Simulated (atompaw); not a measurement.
**iron (Fe): one change to a PAW (atompaw) potential, before and after**

Fe (Z = 26), PAW, made with atompaw 4.2.0.5 (PBE, scalar-relativistic). Core [Ne], reference 3s2 3p6 3d6 4s2 4p0. Waves: 3s (bound): rc 1.45 bohr; 4s (bound): rc 1.25 bohr; 3p (bound): rc 1.45 bohr; 4p (bound, empty): rc 1.50 bohr; 3d (bound): rc 1.50 bohr; 3d channel at 2.95 Ry: rc 1.45 bohr. Local part: bessel scheme, radius 1.05 bohr. Core correction: smooth core density matched at 1.05 bohr. Augmentation charge: gaussian compensation charge, radius 1.15 bohr; PAW radius 1.50 bohr; waves and projectors: custom polynom vanderbiltortho.

All-electron outer shells of the reference configuration (PBE, scalar-relativistic, ld1.x):

```json
{"shell": "2s", "level (eV)": "-819.73", "outermost node (bohr)": "0.08", "outermost maximum (bohr)": "0.22"}
{"shell": "2p", "level (eV)": "-698.45", "outermost node (bohr)": "–", "outermost maximum (bohr)": "0.18"}
{"shell": "3s", "level (eV)": "-94.02", "outermost node (bohr)": "0.33", "outermost maximum (bohr)": "0.70"}
{"shell": "3p", "level (eV)": "-60.04", "outermost node (bohr)": "0.30", "outermost maximum (bohr)": "0.72"}
{"shell": "3d", "level (eV)": "-7.50", "outermost node (bohr)": "–", "outermost maximum (bohr)": "0.71"}
{"shell": "4s", "level (eV)": "-5.29", "outermost node (bohr)": "1.00", "outermost maximum (bohr)": "2.41"}
{"shell": "4p", "level (eV)": "-1.33", "outermost node (bohr)": "1.10", "outermost maximum (bohr)": "3.33"}
```

Change: core [Ne] 3s2, valence charge 14; reference 3p6 3d6 4s2 4p0; waves now 4s (bound): rc 2.70 bohr; 4s channel at 3.65 Ry: rc 2.70 bohr; 3p (bound): rc 1.20 bohr; 4p (bound): rc 1.60 bohr; 3d (bound): rc 1.30 bohr; 3d channel at 0.3 Ry: rc 1.30 bohr; local potential bessel scheme, radius 2.15 bohr; core correction smooth core density matched at 1.85 bohr; augmentation gaussian compensation charge, radius 2.35 bohr; PAW radius 2.70 bohr; waves and projectors: custom polynom vanderbiltortho.

Cutoffs: the cutoffs (Ry, on a coarse ladder) from which the occupation-weighted sum of valence levels, in a spherical-Bessel basis at the reference potential, stays within 10 and 1 mRy of its value at 400 Ry; they do not see the model core or the augmentation charge, which bear on the density cutoff.

Q: What does the change do?

A: The potential gets harder (70 Ry and 110 Ry → 90 Ry and 140 Ry); neither file shows a bound ghost. Several settings change at once here, so the effects cannot be laid on one of them.

```tsv
quantity	base	changed
cutoff, loose	70 Ry	90 Ry
cutoff, tight	110 Ry	140 Ry
loose cutoff by channel (10 mRy a level)	s 25 Ry, p 35 Ry, d 40 Ry	s 6 Ry, p 45 Ry, d 50 Ry
bound ghosts	none	none
lowest overlap eigenvalue by channel	s 0.46, p 0.88, d 1.00	s 0.10, p 0.21, d 1.00
```

 The cutoffs see the waves, projectors and local potential, not the compensation charge or the core.
